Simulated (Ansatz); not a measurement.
# Energy profile

The step: Si₄H₉F ([F][Si]([SiH3])([SiH3])[SiH3]) + HCl + HF → Si₃H₆F₂ ([F][Si]([F])([SiH3])[SiH3]) + SiH₄ + HCl; bonds formed: Si1–F9, Si2–H8; bonds broken: Si1–Si2, H8–F9 (atoms numbered as in the saddle structure below).

```xyz
18
angstrom
Si -0.0557 0.1026 -0.6590
Si -0.1982 0.3085 1.9217
Si 1.5880 -1.3165 -1.5412
Si -2.0520 -1.1658 -0.4182
F -0.5916 1.3263 -1.5393
H 1.0711 3.1139 0.2280
Cl 0.4343 3.9539 0.9768
H 0.8788 0.8519 0.6416
F 1.5801 1.3561 -0.2751
H -1.4709 1.0515 2.0317
H -0.3886 -1.1539 2.0965
H 0.8036 0.8077 2.9010
H 0.9457 -2.4878 -2.1944
H 2.4305 -1.7957 -0.4146
H 2.4108 -0.5688 -2.5220
H -2.6267 -1.2744 -1.7878
H -1.6907 -2.5285 0.0590
H -3.0683 -0.5809 0.4953
```

Electronic energies by CCSD(T) at an estimated basis limit (MP2 extrapolated from triple and quadruple zeta, plus CCSD(T) − MP2 in triple zeta), on PBE0-D4/def2-TZVP structures; Si$_{4}$H$_{11}$ClF$_{2}$, closed shell; no counterpoise correction. Computed with Ansatz 0.2.0 (basis: def2-TZVPP and def2-QZVPP); correlated methods freeze the cores. Extrapolation: Hartree–Fock as exp(−7.88 √X), correlation as X^−2.97.

**Question.** Give the profile in eV, counted from the separated reactants. (An estimate is asked for; the value comes from the calculation.)

**Answer.** By the calculation:
| point | eV |
| --- | --- |
| separated: Si$_{4}$H$_{9}$F (linked as [F][Si]([SiH3])([SiH3])[SiH3]; Si1, Si2, Si3, Si4, F5, H10, H11, H12, H13, H14, H15, H16, H17, H18; singlet) + HCl (H6, Cl7; singlet) + HF (H8, F9; singlet) | 0.000 |
| start structure | -0.385 |
| saddle | 1.452 |
| end structure | -1.629 |
| separated: Si$_{3}$H$_{6}$F$_{2}$ (linked as [F][Si]([F])([SiH3])[SiH3]; Si1, Si3, Si4, F5, F9, H13, H14, H15, H16, H17, H18; singlet) + SiH$_{4}$ (Si2, H8, H10, H11, H12; singlet) + HCl (H6, Cl7; singlet) | -1.396 |

No T1 diagnostic of these runs exceeds 0.015.

For scale, one of the runs: CCSD(T)/def2-TZVPP, 426 basis functions, launched by `ansatz run in.yaml --threads 4 --pin off --events-out ev --progress --plain --max-ram 66560MiB --backend cuda --devices 0, --max-vram 37GiB`. Hardware: 4 CPU threads of an AMD EPYC 7R13 and a share of one NVIDIA H100, shared host. Wall time 96 s; peak host memory 1.7 GiB.
